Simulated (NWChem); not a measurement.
Program: NWChem. System: fluoroethane (C$_{2}$H$_{5}$F), charge 0, spin multiplicity 1, at a geometry optimised with B3LYP/def2-SVP. Level: G0W0@PBE0/def2-TZVPD, RI basis def2-tzvpd-rifit.

Input file:

```
start mol
memory heap 200 mb stack 700 mb global 1700 mb
geometry units angstroms nocenter noautoz
  C     -1.183254     0.268092     0.000000
  C      0.319550     0.451927     0.000000
  F      0.953478    -0.778494     0.000000
  H     -1.690432     1.246433     0.000000
  H     -1.507272    -0.290095    -0.892215
  H     -1.507272    -0.290095     0.892215
  H      0.652948     1.010045     0.893673
  H      0.652948     1.010045    -0.893673
  symmetry group Cs
end
basis spherical
  * library def2-tzvpd
end
basis "ri basis" bse spherical
  * library def2-tzvpd-rifit
end
dft
  xc pbe0
  iterations 100
  direct
  tolerances tight
end
task dft energy
gw
  method cdgw
  states alpha occ 4 vir 2
end
task dft gw
```

NWChem printed:

```
             Northwest Computational Chemistry Package (NWChem) 7.3.0
             --------------------------------------------------------

                                NWChem Input Module
                                -------------------

 Scaling coordinates for geometry "geometry" by  1.889725989
 (inverse scale =  0.529177249)

 Turning off AUTOSYM since
 SYMMETRY directive was detected!

                             Geometry "geometry" -> ""
                             -------------------------

 Output coordinates in angstroms (scale by  1.889725989 to convert to a.u.)

  No.       Tag          Charge          X              Y              Z
 ---- ---------------- ---------- -------------- -------------- --------------
    1 C                    6.0000    -1.18325400     0.26809200     0.00000000
    2 C                    6.0000     0.31955000     0.45192700     0.00000000
    3 F                    9.0000     0.95347800    -0.77849400     0.00000000
    4 H                    1.0000    -1.69043200     1.24643300     0.00000000
    5 H                    1.0000    -1.50727200    -0.29009500    -0.89221500
    6 H                    1.0000    -1.50727200    -0.29009500     0.89221500
    7 H                    1.0000     0.65294800     1.01004500     0.89367300
    8 H                    1.0000     0.65294800     1.01004500    -0.89367300

 Effective nuclear repulsion energy (a.u.)      79.0440089278

            Nuclear Dipole moment (a.u.)
            ----------------------------
        X                 Y               Z
 ---------------- ---------------- ----------------
    -0.0000037795     0.0000018897     0.0000000000

      Symmetry information
      --------------------

 Group name             Cs
 Group number              2
 Group order               2
 No. of unique centers     6

      Symmetry unique atoms

     1    2    3    4    5    7


 Summary of "ao basis" -> "" (spherical)
 ------------------------------------------------------------------------------
       Tag                 Description            Shells   Functions and Types
 ---------------- ------------------------------  ------  ---------------------
 *                         def2-tzvpd                 on all atoms

 new library libraries.bse/

 Summary of "ri basis" -> "" (spherical)
 ------------------------------------------------------------------------------
       Tag                 Description            Shells   Functions and Types
 ---------------- ------------------------------  ------  ---------------------
 *                      def2-tzvpd-rifit              on all atoms

                                 NWChem DFT Module
                                 -----------------

 Summary of "ao basis" -> "ao basis" (spherical)
 ------------------------------------------------------------------------------
       Tag                 Description            Shells   Functions and Types
 ---------------- ------------------------------  ------  ---------------------
 C                         def2-tzvpd               13       37   6s3p3d1f
 F                         def2-tzvpd               14       40   6s4p3d1f
 H                         def2-tzvpd                5        9   3s2p

 Summary of "ao basis" -> "ao basis" (spherical)
 ------------------------------------------------------------------------------
       Tag                 Description            Shells   Functions and Types
 ---------------- ------------------------------  ------  ---------------------
 C                         def2-tzvpd               13       37   6s3p3d1f
 F                         def2-tzvpd               14       40   6s4p3d1f
 H                         def2-tzvpd                5        9   3s2p

      Symmetry analysis of basis
      --------------------------

        a'        102
        a"         57

            General Information
            -------------------
          SCF calculation type: DFT
          Wavefunction type:  closed shell.
          No. of atoms     :     8
          No. of electrons :    26
           Alpha electrons :    13
            Beta electrons :    13
          Charge           :     0
          Spin multiplicity:     1
          Use of symmetry is: on ; symmetry adaption is: on
          Maximum number of iterations: 100
          This is a Direct SCF calculation.
          AO basis - number of functions:   159
                     number of shells:    65
          Convergence on energy requested:  1.00D-06
          Convergence on density requested:  1.00D-05
          Convergence on gradient requested:  5.00D-04

              XC Information
              --------------
                         PBE0 Method XC Functional
                     Hartree-Fock (Exact) Exchange  0.250
          PerdewBurkeErnzerhof Exchange Functional  0.750
            Perdew 1991 LDA Correlation Functional  1.000 local
           PerdewBurkeErnz. Correlation Functional  1.000 non-local

             Grid Information
             ----------------
          Grid used for XC integration:  medium
          Radial quadrature: Mura-Knowles
          Angular quadrature: Lebedev.
          Tag              B.-S. Rad. Rad. Pts. Rad. Cut. Ang. Pts.
          ---              ---------- --------- --------- ---------
          C                   0.70       49          11.0       434
          F                   0.50       49          11.0       434
          H                   0.35       45          11.0       434
          Grid pruning is: on
          Number of quadrature shells:   282
          Spatial weights used:  Erf1
[...]
          Schwarz screening/accCoul:  1.00D-08

      Superposition of Atomic Density Guess
      -------------------------------------

 Sum of atomic energies:        -177.25996718

      Non-variational initial energy
      ------------------------------

 Total energy =    -178.683386
 1-e energy   =    -398.868927
 2-e energy   =     141.141532
 HOMO         =      -0.392344
 LUMO         =       0.050186

      Symmetry analysis of molecular orbitals - initial
      -------------------------------------------------

  Numbering of irreducible representations:

     1 a'          2 a"

  Orbital symmetries:

     1 a'          2 a'          3 a'          4 a'          5 a'
     6 a'          7 a'          8 a"          9 a'         10 a"
    11 a'         12 a'         13 a"         14 a'         15 a'
    16 a'         17 a"         18 a'         19 a'         20 a"
    21 a'         22 a"         23 a'

   convergence    iter        energy       DeltaE   RMS-Dens  Diis-err    time
 ---------------- ----- ----------------- --------- --------- ---------  ------
 d= 0,ls=0.0,diis     1   -178.8896276787 -2.58D+02  6.36D-03  5.52D-01     4.4
 d= 0,ls=0.0,diis     2   -178.8815275096  8.10D-03  1.97D-03  7.28D-01     7.9
 d= 0,ls=0.0,diis     3   -178.9380538041 -5.65D-02  3.96D-04  3.21D-02    11.2
 d= 0,ls=0.0,diis     4   -178.9399981669 -1.94D-03  1.58D-04  2.16D-03    14.6
 d= 0,ls=0.0,diis     5   -178.9401954266 -1.97D-04  4.00D-05  1.11D-04    17.9
 d= 0,ls=0.0,diis     6   -178.9402077851 -1.24D-05  5.75D-06  7.73D-07    21.2
 d= 0,ls=0.0,diis     7   -178.9402078646 -7.95D-08  1.11D-06  6.85D-08    24.7

         Total DFT energy =     -178.940207864573
      One electron energy =     -401.636880222184
           Coulomb energy =      166.630257732895
    Exchange-Corr. energy =      -22.977594303036
 Nuclear repulsion energy =       79.044008927752

 Numeric. integr. density =       26.000003245689

     Total iterative time =     23.9s

                  Occupations of the irreducible representations
                  ----------------------------------------------

                     irrep           alpha         beta
                     --------     --------     --------
                     a'               10.0         10.0
                     a"                3.0          3.0

                       DFT Final Molecular Orbital Analysis
                       ------------------------------------

 Vector   11  Occ=2.000000D+00  E=-4.065858D-01  Symmetry=a'
              MO Center= -1.1D+00,  3.8D-01,  6.2D-14, r^2= 2.0D+00
   Bfn.  Coefficient  Atom+Function         Bfn.  Coefficient  Atom+Function
  ----- ------------  ---------------      ----- ------------  ---------------
     8      0.302308  1 C  py                14      0.236338  1 C  py
   116      0.234083  4 H  s                 11      0.225528  1 C  py
   115      0.154985  4 H  s                 81     -0.132542  3 F  px
   125     -0.126994  5 H  s                134     -0.126994  6 H  s
    84     -0.109061  3 F  px               124     -0.084405  5 H  s

 Vector   12  Occ=2.000000D+00  E=-3.547128D-01  Symmetry=a'
              MO Center=  2.2D-01, -7.0D-02,  1.1D-14, r^2= 2.0D+00
   Bfn.  Coefficient  Atom+Function         Bfn.  Coefficient  Atom+Function
  ----- ------------  ---------------      ----- ------------  ---------------
    81      0.322563  3 F  px                84      0.264978  3 F  px
     5     -0.250047  1 C  s                  7      0.227588  1 C  px
    44     -0.208011  2 C  px                87      0.188938  3 F  px
    10      0.184656  1 C  px                47     -0.153935  2 C  px
    82      0.154282  3 F  py                50     -0.135400  2 C  px

 Vector   13  Occ=2.000000D+00  E=-3.442575D-01  Symmetry=a"
              MO Center=  3.0D-01,  1.5D-01, -8.1D-15, r^2= 2.3D+00
   Bfn.  Coefficient  Atom+Function         Bfn.  Coefficient  Atom+Function
  ----- ------------  ---------------      ----- ------------  ---------------
    83      0.304685  3 F  pz                86      0.251019  3 F  pz
    46     -0.228429  2 C  pz                52     -0.219999  2 C  pz
   143     -0.189160  7 H  s                152      0.189160  8 H  s
    89      0.177974  3 F  pz                49     -0.162061  2 C  pz
    15      0.158051  1 C  pz                 9      0.132716  1 C  pz

 Vector   14  Occ=0.000000D+00  E= 1.599875D-02  Symmetry=a'
              MO Center= -6.4D-01,  7.8D-01, -1.3D-16, r^2= 9.4D+00
   Bfn.  Coefficient  Atom+Function         Bfn.  Coefficient  Atom+Function
  ----- ------------  ---------------      ----- ------------  ---------------
     5      5.395161  1 C  s                 42      3.270077  2 C  s
   117     -2.546470  4 H  s                144     -1.955874  7 H  s
   153     -1.955874  8 H  s                126     -1.741939  5 H  s
   135     -1.741939  6 H  s                  6      1.470939  1 C  s
    43      1.271131  2 C  s                 80     -1.230136  3 F  s

 Vector   15  Occ=0.000000D+00  E= 4.140289D-02  Symmetry=a'
              MO Center= -4.0D-01,  4.6D-01, -1.6D-13, r^2= 1.2D+01
   Bfn.  Coefficient  Atom+Function         Bfn.  Coefficient  Atom+Function
  ----- ------------  ---------------      ----- ------------  ---------------
    43     -3.947193  2 C  s                  6      3.621702  1 C  s
     5      2.848223  1 C  s                 42     -2.680637  2 C  s
   126     -1.363643  5 H  s                135     -1.363643  6 H  s
    80      1.304833  3 F  s                144      0.831184  7 H  s
   153      0.831184  8 H  s                 14     -0.802304  1 C  py

 Vector   16  Occ=0.000000D+00  E= 6.257839D-02  Symmetry=a'
              MO Center=  6.5D-01, -1.7D-01,  2.1D-16, r^2= 8.8D+00
   Bfn.  Coefficient  Atom+Function         Bfn.  Coefficient  Atom+Function
  ----- ------------  ---------------      ----- ------------  ---------------
   117      3.792338  4 H  s                 42     -2.529725  2 C  s
   144      2.309134  7 H  s                153      2.309134  8 H  s
     5     -1.538722  1 C  s                 80     -1.522719  3 F  s
   126     -1.490178  5 H  s                135     -1.490178  6 H  s
    14     -1.427664  1 C  py                91     -1.033531  3 F  py

 center of mass
 --------------
 x =   0.17011678 y =  -0.13542523 z =   0.00000000

 moments of inertia (a.u.)
 ------------------
          77.087659896866          56.346663370877           0.000000000000
          56.346663370877         165.846965351459           0.000000000000
           0.000000000000           0.000000000000         219.977287579763

     Multipole analysis of the density
     ---------------------------------

     L   x y z        total         alpha         beta         nuclear
     -   - - -        -----         -----         ----         -------
     0   0 0 0     -0.000000    -13.000000    -13.000000     26.000000

     1   1 0 0     -0.413821     -0.206909     -0.206909     -0.000004
     1   0 1 0      0.616117      0.308058      0.308058      0.000002
     1   0 0 1      0.000000      0.000000      0.000000      0.000000

     2   2 0 0    -14.662391    -52.771697    -52.771697     90.881003
     2   1 1 0      0.967147     14.108666     14.108666    -27.250186
     2   1 0 1      0.000000      0.000000      0.000000      0.000000
     2   0 2 0    -14.407861    -26.618792    -26.618792     38.829723
     2   0 1 1     -0.000000     -0.000000     -0.000000      0.000000
     2   0 0 2    -13.587859    -12.488702    -12.488702     11.389546

 Task  times  cpu:       24.7s     wall:       24.7s

                                NWChem Input Module
                                -------------------

                                 NWChem GW Module
                                 ----------------

                             ***********************
                             ***        GW       ***
                             ***********************

 Summary of "ri basis" -> "ri basis" (spherical)
 ------------------------------------------------------------------------------
       Tag                 Description            Shells   Functions and Types
 ---------------- ------------------------------  ------  ---------------------
 C                      def2-tzvpd-rifit            26       92   9s7p5d4f1g
 F                      def2-tzvpd-rifit            26       92   9s7p5d4f1g
 H                      def2-tzvpd-rifit            10       24   5s3p2d

                 Memory Information
                 ------------------
          Available GA per process is          1699.8 MBs
          Available stack per process is        700.0 MBs
          Available heap per process is           0.0 MBs

          Peak memory in Initialization
              Peak GA per process is                  8.7 MBs
              Peak stack per process is               0.3 MBs
              Peak heap per process is                9.0 MBs
              Memory not in MA per process            0.0 MBs

          Peak memory in CDGW Calculation
              Peak GA per process is                 11.2 MBs
              Peak stack per process is               2.4 MBs
              Peak heap per process is                2.9 MBs
              Memory not in MA per process            0.0 MBs

          Computing 2-center integrals
          Computing Inverse Cholesky factor
          Computing 3-center integrals
          Computing Vxc

          Computing Sigma_x
          Computing W(iw) on the imaginary grid
          Solving quasiparticle equations

                  Alpha Orbitals
          State     Energy (eV)     Error (eV)
          -----------------------------------
@GW        10        -14.007           0.002
@GW        11        -13.874           0.002
@GW        12        -12.273           0.002
@GW        13        -12.217           0.002
@GW        14          1.700           0.003
@GW        15          2.313           0.002

     GW Timing Statistics
   ------------------------
   Init.   :          0.1s
     ERIs  :          2.0s
     Distr.:          0.0s
     Vxc   :          3.1s
   Vmo     :          0.0s
   iW      :          3.4s
   I_n     :          0.0s
   R_n     :          0.2s
   GW total:          8.9s

 Task  times  cpu:        8.9s     wall:        8.9s

 Total times  cpu:       33.7s     wall:       33.7s
```
